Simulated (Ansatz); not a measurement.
C4H12N2Se, singlet, at a GFN2-xTB geometry, atoms displaced at random by about 0.08 Å a coordinate; Ansatz (a first-principles code) with PBE/STO-3G, gradient.

The Ansatz input:
Ansatz 0.2 input:
```yaml
crystal:
  periodic: [false, false, false]
  atoms:
    - {symbol: Se, position_ang: [0.46138087, -0.34469856, 0.76057293]}
    - {symbol: N, position_ang: [1.27897023, 1.04559356, -0.16610924]}
    - {symbol: C, position_ang: [0.60974344, 2.29440876, 0.08265055]}
    - {symbol: C, position_ang: [1.57144117, 0.79329126, -1.54451898]}
    - {symbol: H, position_ang: [1.03667963, 3.03828011, -0.20956768]}
    - {symbol: H, position_ang: [-0.32895137, 2.44029160, -0.65166497]}
    - {symbol: H, position_ang: [0.22860377, 2.44941899, 1.11659169]}
    - {symbol: H, position_ang: [0.77876876, 0.75787521, -2.15080261]}
    - {symbol: H, position_ang: [2.24740566, 1.76422953, -1.94227875]}
    - {symbol: H, position_ang: [2.15710302, -0.21977546, -1.50856566]}
    - {symbol: N, position_ang: [-1.15857625, -0.43329183, -0.36245300]}
    - {symbol: C, position_ang: [-2.23586286, -0.15589557, 0.28455673]}
    - {symbol: C, position_ang: [-1.32044933, -1.67537274, -0.98543220]}
    - {symbol: H, position_ang: [-3.12657918, 0.13768898, -0.20476804]}
    - {symbol: H, position_ang: [-2.99174421, -1.11578785, 0.88453818]}
    - {symbol: H, position_ang: [-2.12831631, 0.51236880, 0.96690267]}
    - {symbol: H, position_ang: [-1.65240968, -2.59467350, -0.56489080]}
    - {symbol: H, position_ang: [-1.84806329, -1.51271771, -1.87405756]}
    - {symbol: H, position_ang: [-0.34649101, -1.86476602, -1.54313903]}
basis:
  gaussian:
    orbitals: STO-3G
hamiltonian:
  xc: pbe
output: {forces: true}
```

The log (banner, timings and long lists left out):

```
Functional definition: PBE
786 factors; integrals over basis functions are off by at most 4.1e-5 eV
mean field evaluation 1: about -71828.8269 eV, gradient 1.1e1 eV
mean field evaluation 2: about -71828.6709 eV, gradient 1.4e1 eV
mean field evaluation 4: about -71829.2781 eV, gradient 1.9e0 eV
mean field evaluation 8: about -71829.1024 eV, gradient 5.9e-2 eV
mean field evaluation 16: about -71829.1024 eV, gradient 3.3e-6 eV
mean field -71829.10241615 eV, -2639.6708262793 hartree, gradient 7.1e-6 eV, S^2 0.000000; 0 other end points of the search recorded, 0 dependent functions left out
the calculation of the forces begins
reference -71829.10244662 eV, -2639.6708273990 hartree; 42, 42 occupied and 18, 18 virtual orbitals, 786 factors
Total energy: -71829.10244662 eV, -2639.6708273990 hartree
Atom 0 at     0.461381    -0.344699     0.760573 Å, force    -0.003348    -0.501244    -0.140043 eV/Å
Atom 1 at     1.278970     1.045594    -0.166109 Å, force     0.258101    -0.930187     3.137062 eV/Å
Atom 2 at     0.609743     2.294409     0.082651 Å, force   -10.532741    -7.623045     1.879400 eV/Å
Atom 3 at     1.571441     0.793291    -1.544519 Å, force     8.168827     1.107951     0.888867 eV/Å
Atom 4 at     1.036680     3.038280    -0.209568 Å, force     7.987375    11.035228    -3.774263 eV/Å
Atom 5 at    -0.328951     2.440292    -0.651665 Å, force     0.972932    -0.854819     1.729530 eV/Å
Atom 6 at     0.228604     2.449419     1.116592 Å, force     0.397813    -0.392439    -0.240578 eV/Å
Atom 7 at     0.778769     0.757875    -2.150803 Å, force    -4.886824    -0.521856    -3.678073 eV/Å
Atom 8 at     2.247406     1.764230    -1.942279 Å, force    -1.507340    -3.082542     0.943251 eV/Å
Atom 9 at     2.157103    -0.219775    -1.508566 Å, force    -0.765634     1.860663    -0.909616 eV/Å
Atom 10 at    -1.158576    -0.433292    -0.362453 Å, force     8.546475    -0.459002    -2.108782 eV/Å
Atom 11 at    -2.235863    -0.155896     0.284557 Å, force   -12.584112    -5.259811     4.040262 eV/Å
Atom 12 at    -1.320449    -1.675373    -0.985432 Å, force     4.673034    -2.045947    -5.058268 eV/Å
Atom 13 at    -3.126579     0.137689    -0.204768 Å, force    -1.226046     1.269357    -2.741293 eV/Å
Atom 14 at    -2.991744    -1.115788     0.884538 Å, force     3.292576     2.147950    -1.033056 eV/Å
Atom 15 at    -2.128316     0.512369     0.966903 Å, force     1.077477     5.781251     6.147185 eV/Å
Atom 16 at    -1.652410    -2.594673    -0.564891 Å, force    -0.740940    -1.266010     1.865714 eV/Å
Atom 17 at    -1.848063    -1.512718    -1.874058 Å, force    -2.840053     0.373331    -2.093474 eV/Å
Atom 18 at    -0.346491    -1.864766    -1.543139 Å, force    -0.287573    -0.638828     1.146174 eV/Å
Dipole moment:    -0.071411     0.041586    -0.204323 e Å
```
